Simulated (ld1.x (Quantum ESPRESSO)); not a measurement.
**C (Z = 6), TM: configuration errors across variants**

- Element: carbon
- Generator: ld1.x (Quantum ESPRESSO) 7.5
- Type: norm-conserving Troullier–Martins (Kleinman–Bylander form)
- Functional: BLYP
- Relativity: scalar-relativistic
- Frozen core: [He]
- Valence charge: 4
- Reference configuration: 2s2 2p2
- Partial waves: 2s (bound): rc 0.80 bohr; 2p (bound): rc 1.55 bohr
- Local potential: all-electron potential smoothed inside 0.70 bohr (lloc = -1)
- Core correction: a·sin(br)/r model core inside 0.55 bohr

All-electron excitation energies from the reference (eV): (1) 2s2 2p1 10.829; (2) 2s2 2p0 35.005; (3) 2s1 2p0 83.159; (4) 2s2 2p1.5 3.942; (5) 2s1 2p3 8.389; (6) 2s0 2p4 16.809; (7) 2s2 2p2.3 -1.144.

2 further variants failed, have other tests or another functional or relativity, and are left out.

Errors AE − PS in meV (a dash: test not solved or not reliable):

| change | (1) | (2) | (3) | (4) | (5) | (6) | (7) | bound ghosts |
| --- | --- | --- | --- | --- | --- | --- | --- | --- |
| base | +12 | +128 | +276 | +1.5 | +9.5 | +40 | +0.2 | none |
| core correction a·sin(br)/r model core inside 0.92 bohr | +20 | +232 | +435 | +2.7 | +28 | +102 | +0.4 | none |
| local potential the p channel | +7.7 | +109 | +244 | +0.6 | +9.5 | +39 | 0.0 | none |
| all radii but the core radius scaled by about 1.37 (s 1.10, p 2.12 bohr); local potential all-electron potential smoothed inside 0.96 bohr (lloc = -1) | +38 | +370 | +753 | +5.0 | -2.3 | -5.2 | +0.5 | none |

(1) Give the same row for: local potential all-electron potential smoothed inside 1.66 bohr (lloc = -1).

Results:

(1) +8.3, +107, +235, +0.8, +9.5, +39, +0.1; bound ghosts: none.
